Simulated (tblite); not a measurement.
Species: C₈H₁₁ (doublet state).
SMILES with atom numbers: `[CH2:1]1[CH2:2][C:3]1[C@@H:4]1[C@@H:5]2[CH2:6][CH2:7][C@H:8]12` (hydrogens: H9, H10 on C1; H11, H12 on C2; H13 on C4; H14 on C5; H15, H16 on C6; H17, H18 on C7; H19 on C8)

Structure used (GFN2-xTB), in Å, numbered top down from 1:
```
atom  x, y, z in Å
C1    -2.345   -0.500    0.262
C2    -1.713   -1.670   -0.474
C3    -0.908   -0.530   -0.025
C4     0.284   -0.415    0.805
C5     1.005    0.889    1.004
C6     0.883    1.732   -0.259
C7     1.549    0.596   -1.062
C8     1.656   -0.223    0.218
H9    -2.986    0.159   -0.310
H10   -2.687   -0.633    1.284
H11   -1.613   -2.627    0.027
H12   -1.939   -1.772   -1.528
H13    0.277   -1.056    1.692
H14    1.242    1.278    1.981
H15    1.480    2.641   -0.230
H16   -0.138    1.980   -0.546
H17    2.516    0.874   -1.474
H18    0.938    0.146   -1.844
H19    2.488   -0.859    0.473
```

Method: GFN2-xTB as coded in tblite; computed harmonic values from a numerical Hessian at the method's own geometry, unscaled. Errors from tens to a few hundred cm⁻¹ against measured bands are possible. One conformer, not necessarily the lowest. Open shells enter through the occupations alone, without spin polarisation, and single modes of such species can be off by tens of per cent. The optimisation stopped once no atom felt more than 0.01 eV/Å.

Lowest wavenumbers of the output (negative numbers stand for imaginary wavenumbers):
```
mode    cm-1
  1     -74.8
  2     118.7
  3     139.9
  4     253.0
  5     261.5
  6     478.8
  7     486.3
  8     738.8
```

Q: Is this structure a minimum?

A: No. 1 mode is imaginary beyond 20i (75i cm⁻¹), so at this level the point lies at or near a first-order saddle.

Q: Which atoms move in the imaginary mode?

A: 75i: C1 (carbon bonded to 2 C and 2 H) 22 %, C2 (carbon bonded to 2 C and 2 H) 21 %. These are shares of the mass-weighted motion.

Q: What is the remedy?

A: Step along that mode in both directions, optimise again with tighter thresholds and repeat the frequencies. The zero-point energy of this point (101.7 kcal/mol) counts the 50 real modes alone, and thermal corrections from it aren't those of a minimum.
